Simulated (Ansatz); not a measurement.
```yaml
crystal:
  periodic: [false, false, false]
  atoms:
    - {symbol: Pd, position_ang: [-0.757976, 0.129556, -1.162151]}
    - {symbol: Pd, position_ang: [-0.199140, 0.810695, 2.105774]}
    - {symbol: Se, position_ang: [1.476990, -1.181326, 0.655713]}
    - {symbol: Se, position_ang: [-0.672717, 2.889498, 0.011932]}
    - {symbol: Se, position_ang: [0.152855, -2.648422, -1.611268]}
basis:
  gaussian: {orbitals: def2-SVP}
hamiltonian: {xc: {name: BLYP}}
scf: {lower_state_search: off}
output: {forces: true}
```

```sh
$ ansatz run in.yaml --threads 4 --pin off --events-out ev --progress --plain --max-ram 4787MiB
```

Shortened log:

```
Functional definition: BLYP
1606 factors; their error is unknown
mean field evaluation 1: about -202954.2720 eV, gradient 9.2e1 eV
mean field evaluation 2: about -201262.4640 eV, gradient 6.2e2 eV
mean field evaluation 4: about -202620.8525 eV, gradient 3.2e2 eV
mean field evaluation 8: about -202985.6844 eV, gradient 4.4e0 eV
mean field evaluation 16: about -202985.6061 eV, gradient 4.4e-5 eV
mean field -202985.60610982 eV, -7459.5834359505 hartree, gradient 1.2e-6 eV, S^2 0.000000; 0 other end points of the search recorded, 0 dependent functions left out
reference -202985.60647952 eV, -7459.5834495365 hartree; 69, 69 occupied and 89, 89 virtual orbitals, 1606 factors
Total energy: -202985.60647952 eV, -7459.5834495365 hartree
Atom 0 at    -0.757976     0.129556    -1.162151 Å, force     1.247202    -0.281470     1.205232 eV/Å
Atom 1 at    -0.199140     0.810695     2.105774 Å, force     0.499341     0.051854    -2.041912 eV/Å
Atom 2 at     1.476990    -1.181326     0.655713 Å, force    -2.213803     0.459926    -1.183398 eV/Å
Atom 3 at    -0.672717     2.889498     0.011932 Å, force     0.176059    -2.509777     0.448971 eV/Å
Atom 4 at     0.152855    -2.648422    -1.611268 Å, force     0.291199     2.279466     1.571106 eV/Å
Dipole moment:    -0.115639    -0.147826     0.273779 e Å
Checks for a lower state left out: stability, starts, cluster_reference, orbital_swaps, neighbouring_geometries, increment
```

Hardware: 4 threads of Arm Neoverse N1 on a shared host. Wall time 6 s.

In the def2 sets Pd takes a core potential; there is no spin–orbit coupling. The restricted singlet is unstable towards broken spin symmetry in Hartree–Fock (as tested in another run); at RKS BLYP/def2-SVP this wasn't settled.
